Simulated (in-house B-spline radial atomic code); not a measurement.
The numbers below are computed, except where a source is named.
**C6 from the polarisability at imaginary frequency: Ar**

CAM-B3LYP linear response of the closed shell [Ne] 3s2 3p6, from a B-spline radial code for spherical atoms; non-relativistic, point nucleus, no spin-orbit coupling.

The dispersion coefficient of two like species is C6 = (3/π) ∫ α(iu)² du from 0 to ∞.

| u (hartree) | α(iu) (bohr³) |
| --- | --- |
| 0 | 11.55 |
| 0.03 | 11.52 |
| 0.07 | 11.4 |
| 0.12 | 11.11 |
| 0.2 | 10.44 |
| 0.3 | 9.377 |
| 0.45 | 7.743 |
| 0.7 | 5.518 |
| 1 | 3.76 |
| 1.5 | 2.179 |
| 2.5 | 0.9783 |
| 5 | 0.3068 |

Q: Fit one oscillator, α(iu) = α(0)/(1 + u²/ω²), through u = 1.5 and estimate C6.

A: From α(0)/α(iu) − 1 = 11.55/2.179 − 1 = 4.3006, ω = u/√4.3006 = 0.7233 hartree (19.7 eV). London's formula gives C6 = (3/4) α(0)² ω = 0.75 × 11.55² × 0.7233 = 72.37 hartree·bohr⁶, and the oscillator holds f = α(0) ω² = 6.04 electrons, of a sum of oscillator strengths of 18.0.

Q: How does that compare with the full integral?

A: The program's quadrature over all excitations gives C6 = 67.32, so the single oscillator is off by +7.5 %. At the last point the fit gives α = 0.237 against 0.307: higher excitations, and deeper shells where there are any, keep the true curve higher at large u.
